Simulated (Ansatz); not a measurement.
Species: GeN2H4, charge 0, singlet. GeN2H4 (SMILES [NH2][Ge][NH2]).
B3LYP-D3(BJ)/def2-TZVP minimum from Ansatz (a first-principles code):
```
Ge
N 1 1.8411
H 2 1.0072 1 121.07
H 2 1.0094 3 112.25 1 180.00
N 1 1.8411 2 97.08 3 180.00
H 5 1.0072 1 121.07 2 -180.00
H 5 1.0094 6 112.25 1 -180.00
```
Charge 0, spin multiplicity 1.

Atomisation energy term by term, kcal/mol (programs: Ansatz). UHF or UKS for unpaired electrons; spin-orbit terms are left out. Correlated methods leave the cores frozen (noble-gas shells, and filled d and f shells in the p block). No relativity. CBS(X,Y): correlation extrapolated as X^-3, Hartree-Fock from the larger set. A bracket is a step between two methods taken in the basis named. For partners of very few electrons the exact lower level stands in for a higher one.

```tsv
term	basis	kcal/mol
Hartree-Fock	cc-pVQZ	345.76
CCSD correlation	CBS(cc-pVTZ,cc-pVQZ)	184.97
(T)	CBS(cc-pVTZ,cc-pVQZ)	11.78
CCSDT(Q) - CCSD(T)	cc-pVDZ	1.01
sum: De		543.5
```
